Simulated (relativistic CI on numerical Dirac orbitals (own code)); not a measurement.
Ligand-field terms of d5

Computed with a parametric ligand-field model of a d^n configuration (Racah B and C, spin-orbit zeta, crystal field), exact diagonalisation.

Field parameters in Wybourne normalisation: Td as Oh with Dq negative (B⁴₀ = 21Dq, B⁴₄ = √(5/14) B⁴₀). The field is a parameter set, without covalency.

**Question.** Ground term and bands for B = 1000, C = 4780, ζ = 0 cm⁻¹, Td, 10Dq = -8200 cm⁻¹?

**Answer.** Ground term 6A1 with 2.00 electrons in the two orbitals of the cubic e set. Spin-allowed: none. Lowest spin-forbidden: 4T1 28787 cm⁻¹ (347 nm), 4T2 32352 cm⁻¹ (309 nm), 4A1+E 33900 cm⁻¹ (295 nm). A high-spin d5 ion has no spin-allowed d-d band, hence its pale colour.

**Question.** Ground term and bands for B = 1000, C = 4780, ζ = 0 cm⁻¹, Td, 10Dq = -11800 cm⁻¹?

**Answer.** Ground term 6A1 with 2.00 electrons in the two orbitals of the cubic e set. Spin-allowed: none. Lowest spin-forbidden: 4T1 25516 cm⁻¹ (392 nm), 4T2 30465 cm⁻¹ (328 nm), 4A1+E 33900 cm⁻¹ (295 nm). A high-spin d5 ion has no spin-allowed d-d band, hence its pale colour.

**Question.** Ground term and bands for B = 1000, C = 4780, ζ = 0 cm⁻¹, Td, 10Dq = -10900 cm⁻¹?

**Answer.** Ground term 6A1 with 2.00 electrons in the two orbitals of the cubic e set. Spin-allowed: none. Lowest spin-forbidden: 4T1 26348 cm⁻¹ (380 nm), 4T2 31006 cm⁻¹ (323 nm), 4A1+E 33900 cm⁻¹ (295 nm). A high-spin d5 ion has no spin-allowed d-d band, hence its pale colour.

**Question.** Ground term and bands for B = 1000, C = 4780, ζ = 0 cm⁻¹, Td, 10Dq = -4600 cm⁻¹?

**Answer.** Ground term 6A1 with 2.00 electrons in the two orbitals of the cubic e set. Spin-allowed: none. Lowest spin-forbidden: 4T1 31773 cm⁻¹ (315 nm), 4T2 33455 cm⁻¹ (299 nm), 4A1+E 33900 cm⁻¹ (295 nm). A high-spin d5 ion has no spin-allowed d-d band, hence its pale colour.

**Question.** Ground term and bands for B = 1000, C = 4780, ζ = 0 cm⁻¹, Td, 10Dq = -5500 cm⁻¹?

**Answer.** Ground term 6A1 with 2.00 electrons in the two orbitals of the cubic e set. Spin-allowed: none. Lowest spin-forbidden: 4T1 31074 cm⁻¹ (322 nm), 4T2 33250 cm⁻¹ (301 nm), 4A1+E 33900 cm⁻¹ (295 nm). A high-spin d5 ion has no spin-allowed d-d band, hence its pale colour.
